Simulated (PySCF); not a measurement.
CH6O2SSi. Atoms are numbered in the order given.

```xyz
11

Si     0.5913     0.0347     0.6054
O      1.8625     1.0486     0.2716
O      0.9512    -1.5778     0.3932
S     -0.9048     0.6750    -0.7789
C     -2.1618    -0.6288    -0.4380
H      0.1801     0.1041     2.0284
H      2.5620     1.1009     0.9337
H      1.1876    -1.8331    -0.5083
H     -2.9051    -0.5725    -1.2442
H     -2.6634    -0.4529     0.5242
H     -1.7012    -1.6257    -0.4367
```

Geometry optimised at B3LYP-D3(BJ)/def2-SVP. This is a generated structure with no PubChem entry under its InChIKey; it may be hypothetical. One conformer was computed; it need not be the lowest.

Method: TDA-PBE/def2-SVPD (PySCF 2.14.0).

Vertical excitations. The molecule is in vacuum.

Task: List the lowest excited states. (An estimate is asked for; the answer gives what the named calculation found.)

Result: 
| state | energy (eV) | λ (nm) | f | main pairs |
|---|---|---|---|---|
| S1 | 5.06 | 245 | 0.007 | HOMO→LUMO 99 % |
| S2 | 5.37 | 231 | 0.030 | HOMO→LUMO+1 98 % |
| S3 | 6.11 | 203 | 0.003 | HOMO→LUMO+2 84 %, HOMO→LUMO+3 13 % |
| S4 | 6.31 | 196 | 0.048 | HOMO→LUMO+3 84 % |
| S5 | 6.51 | 191 | 0.002 | HOMO−1→LUMO 86 % |
| S6 | 6.53 | 190 | 0.010 | HOMO→LUMO+4 96 % |
| S7 | 6.77 | 183 | 0.026 | HOMO−1→LUMO+1 85 % |
| S8 | 6.92 | 179 | 0.031 | HOMO→LUMO+5 83 % |
| S9 | 6.95 | 178 | 0.015 | HOMO−2→LUMO 91 % |
| S10 | 7.08 | 175 | 0.004 | HOMO→LUMO+6 97 % |
| T1 | 4.81 | 258 | 0 | HOMO→LUMO 97 % |
| T2 | 5.14 | 241 | 0 | HOMO→LUMO+1 98 % |
| T3 | 5.80 | 214 | 0 | HOMO→LUMO+2 82 %, HOMO→LUMO+3 16 % |
| T4 | 5.97 | 208 | 0 | HOMO→LUMO+3 82 %, HOMO→LUMO+2 16 % |
Triplets are in the Tamm–Dancoff approximation.
